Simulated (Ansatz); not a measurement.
A run for Ansatz (a quantum-chemistry and plane-wave program): U-CCSD(T)/def2-SVP on Ti (SMILES [Ti]).

Ansatz 0.2 input:
```yaml
crystal:
  periodic: [false, false, false]
  atoms:
    - {symbol: Ti, position_ang: [0.00000000, 0.00000000, 0.00000000]}
basis:
  gaussian:
    orbitals: def2-SVP
magnetization: {spin_polarized: true, initial_magnetization: 2}
correlation: {method: ccsd_t, electrons: outside_noble_gas}
scf: {omitted_lower_state_checks: [cluster_reference]}
```

### Question
Predict the final total energy.

### Answer
-848.3285 hartree (reference determinant -848.2873, T1 diagnostic 0.023).
